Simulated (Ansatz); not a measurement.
C3H5AlO, SMILES `C#C[O][AlH][CH3]`, relaxed with RKS PBE-D4/def2-SVP in Ansatz from a rough embedded geometry. The force threshold is 0.03 eV/Å; the program also tests the step.

Charge 0, multiplicity 1.

Start:

```xyz
10

C    -1.993    1.724   -0.780
C    -0.965    1.167   -1.245
O     0.150    0.516   -1.773
Al    1.091   -0.623   -0.604
C     0.603   -0.907    1.231
H    -2.761    2.245   -0.389
H     2.383   -1.367   -1.244
H    -0.431   -1.312    1.317
H     0.621    0.129    1.774
H     1.301   -1.572    1.712
```

Question: How much energy does the relaxation release, and in how many steps? (Best estimate.)

Answer: Computed: 0.63 eV, in 9 steps.

Question: Which bonds change most? (Estimate.)

Answer: Computed: O3–Al4 from 1.884 to 1.762 Å; C2–O3 from 1.396 to 1.291 Å; C1–H6 from 1.007 to 1.078 Å; C5–H9 from 1.169 to 1.111 Å.

Question: Give the relaxed structure. (Best estimate.)

Answer: The calculation gave: 
```xyz
10

C    -1.996    1.817   -0.943
C    -0.996    1.152   -1.184
O     0.058    0.460   -1.467
Al    1.105   -0.634   -0.567
C     0.685   -0.962    1.307
H    -2.876    2.405   -0.739
H     2.273   -1.192   -1.486
H    -0.353   -1.343    1.411
H     0.728   -0.014    1.884
H     1.372   -1.689    1.784
```
